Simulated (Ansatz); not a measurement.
Relaxation of AlClH6N2 (10 atoms, charge 0, multiplicity 1), to a largest force component of 0.03 eV/Å in at most 50 steps.

The calculation used RKS PBE0/def2-SVP (Ansatz).

```xyz
10
Properties=species:S:1:pos:R:3:forces:R:3
Al 0.023 0.706 -0.550 -0.02 0.99 0.37
H 0.007 0.060 2.133 -0.04 -1.77 0.37
N 1.585 -0.029 -0.903 0.01 -0.07 -0.02
H 1.735 -0.878 -1.434 -0.01 0.00 0.03
H 2.473 0.357 -0.606 0.01 0.04 -0.01
N -1.552 0.032 -0.964 -0.05 0.00 0.03
H -1.746 -0.891 -1.335 0.02 0.04 0.02
H -2.417 0.534 -0.796 0.03 -0.04 -0.03
Cl 0.028 2.725 0.312 0.00 -0.84 -0.48
H 0.025 0.764 1.981 0.04 1.65 -0.27
```

Problem. Where does it end, and by what steps?

Solution. It converged. After 7 steps the energy has fallen by 0.110 eV; H10 moved furthest, 0.34 Å.

```json
{"step": "0", "energy less start (eV)": "0.0000", "largest force component (eV/Å)": "1.766", "accepted": "yes"}
{"step": "1", "energy less start (eV)": "-0.0928", "largest force component (eV/Å)": "0.360", "accepted": "yes"}
{"step": "2", "energy less start (eV)": "-0.1038", "largest force component (eV/Å)": "0.260", "accepted": "yes"}
{"step": "3", "energy less start (eV)": "-0.1072", "largest force component (eV/Å)": "0.166", "accepted": "yes"}
{"step": "4", "energy less start (eV)": "-0.1085", "largest force component (eV/Å)": "0.088", "accepted": "yes"}
{"step": "5", "energy less start (eV)": "-0.1094", "largest force component (eV/Å)": "0.039", "accepted": "yes"}
{"step": "6", "energy less start (eV)": "-0.1097", "largest force component (eV/Å)": "0.043", "accepted": "yes"}
{"step": "7", "energy less start (eV)": "-0.1100", "largest force component (eV/Å)": "0.026", "accepted": "yes"}
```

```xyz
10
Properties=species:S:1:pos:R:3
Al 0.021 0.783 -0.657
H 0.029 -0.045 2.444
N 1.567 -0.006 -0.970
H 1.695 -0.933 -1.355
H 2.466 0.418 -0.773
N -1.544 0.059 -1.027
H -1.699 -0.863 -1.415
H -2.431 0.525 -0.872
Cl 0.045 2.736 0.149
H 0.012 0.706 2.313
```

Whether the end is a true minimum wasn't checked by a vibrational analysis.

Time of the run: 17 s on 2 threads of Arm Neoverse V2, with other jobs on the host, peak memory 0.19 GiB.
